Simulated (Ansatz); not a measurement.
CH4SSi, SMILES `C[Si]S` (excited triplet; C–Si–S–H torsion 92°) (charge 0, multiplicity 3). This triplet is an excited state, 1.52 eV above the relaxed singlet at the level frozen-core CCSD(T)/cc-pVTZ // B3LYP-D3(BJ)/def2-TZVP (Ansatz, a quantum-chemistry and plane-wave program).

Computed with r2SCAN0/cc-pVTZ // B3LYP-D3(BJ)/def2-TZVP (Ansatz).

Ansatz 0.2 input:
```yaml
crystal:
  periodic: [false, false, false]
  atoms:
    - { symbol: C, position_ang: [-1.1283, 0.134768, 0.132304] }
    - { symbol: Si, position_ang: [0.412973, -0.753587, 0.818806] }
    - { symbol: S, position_ang: [2.214622, -0.696346, -0.32687] }
    - { symbol: H, position_ang: [-1.979751, -0.064922, 0.783332] }
    - { symbol: H, position_ang: [-1.350804, -0.235552, -0.869353] }
    - { symbol: H, position_ang: [-0.953858, 1.211124, 0.09419] }
    - { symbol: H, position_ang: [2.78512, 0.404516, 0.20761] }
basis:
  gaussian: { orbitals: cc-pVTZ }
hamiltonian:
  xc: r2scan0
magnetization:
  spin_polarized: true
  initial_magnetization: 2
```

Output:

```
Functional definition: r2SCAN0
981 factors; their error is unknown
mean field evaluation 1: about -19807.5977 eV, gradient 3.2e1 eV
mean field evaluation 2: about -19805.6734 eV, gradient 3.5e1 eV
mean field evaluation 4: about -19812.4983 eV, gradient 1.7e0 eV
mean field evaluation 8: about -19812.5162 eV, gradient 5.1e-2 eV
mean field evaluation 16: about -19812.5564 eV, gradient 4.8e-4 eV
mean field -19812.55644411 eV, -728.0980198881 hartree, gradient 5.3e-5 eV, S^2 2.007353; 0 other end points of the search recorded, 0 dependent functions left out
reference -19812.55645369 eV, -728.0980202399 hartree; 21, 19 occupied and 133, 135 virtual orbitals, 981 factors
Total energy: -19812.55645369 eV, -728.0980202399 hartree
```
